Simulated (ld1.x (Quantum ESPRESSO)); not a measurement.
What one change does to a pseudopotential (cadmium, TM)

Cd, norm-conserving Troullier–Martins (Kleinman–Bylander form), made with ld1.x (Quantum ESPRESSO) 7.5 (PBEsol, non-relativistic). Core [Kr], reference 4d10 5s2 5p0. Waves: 5s (bound): rc 2.60 bohr; 5p (bound, empty): rc 3.75 bohr; 4d (bound): rc 1.45 bohr. Local part: all-electron potential smoothed inside 2.05 bohr (lloc = -1). Core correction: Bessel-smoothed model core inside 0.80 bohr.

Change: core correction none.

Cutoffs: the cutoffs (Ry, on a coarse ladder) from which the occupation-weighted sum of valence levels, in a spherical-Bessel basis at the reference potential, stays within 10 and 1 mRy of its value at 400 Ry; they do not see the model core or the augmentation charge, which bear on the density cutoff. Errors are all-electron minus pseudo energies relative to the spin-unpolarised reference configuration.

Question: Predict the effect on cutoff, ghosts and configuration errors.

Answer: The potential gets neither clearly harder nor softer (80 Ry and 120 Ry → 80 Ry and 120 Ry); of the 7 tests that both files solve, the error grows in 3 and shrinks in 2 by more than 15 % and 0.3 meV (median size 36.3 → 6.4 meV); neither file shows a bound ghost at the reference potential, the only one tested.

```csv
quantity,base,changed
"cutoff, loose",80 Ry,80 Ry
"cutoff, tight",120 Ry,120 Ry
bound ghosts,none,none
"error for 4d10 5s1 5p0, meV [ΔE 8.76 eV]",+7.4,+12
"error for 4d10 5s0 5p0, meV [ΔE 24.97 eV]",-36,+5.7
"error for 4d9 5s0 5p0, meV [ΔE 63.46 eV]",-124,+0.2
"error for 4d10 5s1 5p1, meV [ΔE 4.19 eV]",+4.6,+6.4
"error for 4d9 5s2 5p1, meV [ΔE 13.54 eV]",+380,+412
"error for 4d10 5s1.5 5p0, meV [ΔE 3.50 eV]",+2.0,+2.7
"error for 4d9 5s2 5p0, meV [ΔE 18.94 eV]",+631,+696
s: phases at 4.04 bohr within 0.05 rad from the reference energy up to (Ry; the scan ends near 5),-0.1,-0.1
p: phases at 4.04 bohr within 0.05 rad from the reference energy up to (Ry; the scan ends near 5),1.0,1.0
d: phases at 4.04 bohr within 0.05 rad from the reference energy up to (Ry; the scan ends near 5),n/a,n/a
```

Base: These tests converged, but a pseudo level misses the all-electron one widely, so the file describes the atom poorly there or has found another state: 4d9 5s0 5p0: empty 5s by 5.9 eV (a node warning on the way). Changed file: These tests converged, but a pseudo level misses the all-electron one widely, so the file describes the atom poorly there or has found another state: 4d9 5s0 5p0: empty 5s by 5.8 eV (a node warning on the way); 4d9 5s2 5p0: 4d by 2.2 eV.
